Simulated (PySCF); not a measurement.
SMILES C[CH2][Bi]([OH])[OH] (C2H7BiO2), singlet, B3LYP/def2-SVP optimised geometry. Atoms within 1.6 Å of the plane z = 0.0 Å (x, y, z in Å): Bi1 (-1.25, -0.76, 0.00), C2 (1.08, -0.76, 0.00), C3 (1.67, -0.47, -1.37), H4 (1.38, -1.75, 0.37), H5 (1.37, -0.01, 0.76), H8 (2.78, -0.52, -1.36), O11 (-1.38, 1.35, 0.00), H12 (-0.56, 1.75, -0.31).

Level of theory: PySCF with B3LYP/def2-TZVP, def2 effective core potentials past Kr. The core electrons that the potentials of Bi replace are not part of the density. Cells within 0.4 Å of a nucleus heavier than hydrogen are left out (blank, or x).

Map of the electrostatic potential (hartree/e), clipped to [-0.08, 0.12] on the plane z = 0.0 Å:

```
|33332223333334444444444444444|
|33222222233334444444444444444|
|32222222223344444444444444444|
|22222111223344555444444444444|
|22221111123455555544444444444|
|22211000124677765554444444444|
|22110000258999976555444444444|
|22110003999999986555444444444|
|221100199x9999986655544444444|
|22210039xxx999986555544444444|
|32221159xxx999876555544444444|
|33333359999998766555554444444|
|33344579999999766676655444444|
|34456899999999988999865444444|
|44457999999999999999975444444|
|44569999999999999999996544444|
|445699999xx999999xx9997544444|
|445699999xx999999xxx997544444|
|4456899999x9999999x9996544444|
|44567999999999999999996444444|
|44456999999999989999995444444|
|44456799999999877999985444444|
|44445679999999766799965444444|
|44445567889887665667655444444|
|44444556667766655555554444444|
|44444455556655555555544444444|
|44444445555555555444444444444|
|44444444455555444444444444444|
|44444444444444444444444444444|
```
Scale: ten equal steps from -0.080 (start of '0') to 0.120 (end of '9'), in the order '0123456789'; x runs from -4.00 to 4.00, y from -4.00 (bottom) to 4.00 (top).
